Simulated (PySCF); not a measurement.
# Löwdin shares of the frontier orbitals

C₃H₇PSSi.
Cartesian coordinates in Å at the GFN2-xTB level; atoms count from 1:
```xyz
13
C3H7PSSi angstrom
C      2.1495   -0.6889    1.3775
C      1.7445    0.2146    0.7034
C      1.2133    1.2396   -0.1512
S      0.4905    0.5328   -1.6960
Si    -0.9863   -0.7855   -0.8665
P     -1.8129    0.1076    1.0161
H      2.5287   -1.4503    1.9910
H      0.4229    1.7984    0.3574
H      1.9962    1.9215   -0.4837
H     -1.9253   -0.9502   -1.9713
H     -0.3573   -2.0554   -0.5076
H     -2.7880   -0.8627    1.1439
H     -2.6800    0.9788    0.3778
```

Level of theory: TDDFT CAM-B3LYP/def2-SVPD, vertical, gas phase, core orbitals frozen in the response (PySCF).

Kohn–Sham orbitals with the atoms that hold most of them (Löwdin shares over 4%, at most four atoms; ? is withheld):

```csv
orbital,ε (eV),atoms
HOMO-3,-9.62,"C1 32%, C2 32%, C3 8%, P6 7%"
HOMO-2,-9.33,"C1 32%, C2 30%, S4 14%, P6 7%"
HOMO-1,-8.96,"P6 47%, Si5 11%, C1 8%, S4 8%"
HOMO,-8.28,?
LUMO,?,?
LUMO+1,0.92,"S4 39%, Si5 14%, P6 8%, C3 8%"
LUMO+2,1.03,"Si5 26%, P6 19%, S4 11%, H12 9%"
```

(1) Give the leading atoms of the HOMO.

(2) Give the leading atoms of the LUMO.

(3) What is the LUMO energy, and the HOMO–LUMO gap?

Results:

(1) S4 (bonded to C and Si) 64%; Si5 (bonded to P, S and 2 H) 9%; P6 (bonded to Si and 2 H) 8%; C3 (bonded to C, S and 2 H) 7%.

(2) S4 (bonded to C and Si) 34%; Si5 (bonded to P, S and 2 H) 14%; P6 (bonded to Si and 2 H) 11%; C3 (bonded to C, S and 2 H) 11%.

(3) ε(LUMO) = 0.60 eV; the gap is 8.88 eV (0.3263 hartree).

**Question.** The HOMO–LUMO gap is 8.88 eV. Where does the response calculation put the lowest singlet, and from which orbitals?

**Answer.** S1 is at 5.32 eV (f = 0.0056), 3.56 eV below the gap, made of HOMO→LUMO (77%). Without the coupling terms of the response equations the lowest excitation would equal the gap.

**Question.** Give energy, strength and leading configuration of S1 and S2, and follow the Löwdin shares of the leading atoms from the occupied to the empty orbital.

**Answer.** 
- S1 (5.32 eV, f 0.0056), HOMO→LUMO (77%): S4 64% → 34%, Si5 9% → 14%
- S2 (5.96 eV, f 0.025), HOMO→LUMO+1 (84%): S4 64% → 39%, Si5 9% → 14%

One conformer stands for the species.
